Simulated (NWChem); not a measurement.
System meant: C₂H₆O₂Si; SMILES CC(=O)[SiH2]O

Here is an NWChem input.

```
start job
memory heap 200 mb stack 900 mb global 1100 mb
geometry units angstroms noautoz
  C      0.609041    -2.105534     0.000000
  C     -0.154388    -0.801495     0.000000
  O     -1.381531    -0.773464     0.000000
  Si     0.672129     0.955502     0.000000
  O     -0.653382     1.948771     0.000000
  H      1.262554    -2.155438    -0.881262
  H      1.262554    -2.155438     0.881262
  H     -0.079334    -2.955585     0.000000
  H      1.522547     1.126766    -1.208591
  H      1.522547     1.126766     1.208591
  H     -1.452769     1.386244     0.000000
end
basis spherical
  C library def2-svp
  O library def2-svp
  Si library def2-svp
  H library def2-svp
end
dft
  xc pbe0
  iterations 4
  mulliken
end
task dft energy
```

End of the output:

```
    Atom       Charge   Shell Charges
 -----------   ------   -------------------------------------------------------
    1 C    6     6.11   1.96  0.59  0.31  1.91  1.27  0.07
    2 C    6     6.04   1.97  0.66  0.35  1.78  1.09  0.18
    3 O    8     8.16   1.97  0.94  0.65  2.67  1.90  0.03
    4 Si  14    13.50   2.00  1.93  0.64  0.32  5.82  1.30  1.02  0.47
    5 O    8     8.23   1.97  0.88  0.61  2.70  2.05  0.01
    6 H    1     0.95   0.62  0.26  0.07
    7 H    1     0.95   0.62  0.26  0.07
    8 H    1     0.96   0.63  0.26  0.07
    9 H    1     1.10   0.65  0.43  0.02
   10 H    1     1.10   0.65  0.43  0.02
   11 H    1     0.92   0.54  0.19  0.19

 center of mass
 --------------
 x =  -0.08259014 y =   0.08140656 z =   0.00000000

 moments of inertia (a.u.)
 ------------------
         655.140527901873           0.000000000000           0.000000000000
           0.000000000000         246.402406457573           0.000000000000
           0.000000000000           0.000000000000         869.334478189949

     Multipole analysis of the density
     ---------------------------------

     L   x y z        total         alpha         beta         nuclear
     -   - - -        -----         -----         ----         -------
     0   0 0 0     -0.000000    -24.000000    -24.000000     48.000000

     1   1 0 0      0.731401      0.365700      0.365700      0.000000
     1   0 1 0     -0.769527     -0.384763     -0.384763     -0.000000
     1   0 0 1      0.000000      0.000000      0.000000      0.000000

     2   2 0 0    -28.731536    -80.776832    -80.776832    132.822128
     2   1 1 0     -1.696485      2.511673      2.511673     -6.719831
     2   1 0 1     -0.000000     -0.000000     -0.000000      0.000000
     2   0 2 0    -29.616218   -195.066753   -195.066753    360.517289
     2   0 1 1      0.000000      0.000000      0.000000      0.000000
     2   0 0 2    -27.831893    -21.905542    -21.905542     15.979191

 ------------------------------------------------------------------------
 dft energy failed                                                                                  0
 ------------------------------------------------------------------------
 ------------------------------------------------------------------------
  current input line :
    27: task dft energy
 ------------------------------------------------------------------------
 ------------------------------------------------------------------------
 This type of error is most commonly associated with calculations not reaching convergence criteria
 ------------------------------------------------------------------------
 For more information see the NWChem manual at https://nwchemgit.github.io

0:dft energy failed:Received an Error in Communication
```

Task: Find the fault in this run and fix the input.

Result: Convergence was not reached. Cause: the SCF was allowed too few iterations. This input runs:
```
start job
memory heap 200 mb stack 900 mb global 1100 mb
geometry units angstroms noautoz
  C      0.609041    -2.105534     0.000000
  C     -0.154388    -0.801495     0.000000
  O     -1.381531    -0.773464     0.000000
  Si     0.672129     0.955502     0.000000
  O     -0.653382     1.948771     0.000000
  H      1.262554    -2.155438    -0.881262
  H      1.262554    -2.155438     0.881262
  H     -0.079334    -2.955585     0.000000
  H      1.522547     1.126766    -1.208591
  H      1.522547     1.126766     1.208591
  H     -1.452769     1.386244     0.000000
end
basis spherical
  C library def2-svp
  O library def2-svp
  Si library def2-svp
  H library def2-svp
end
dft
  xc pbe0
  iterations 150
  mulliken
end
task dft energy
```
It converges to -519.14448 Ha (PBE0/def2-SVP).
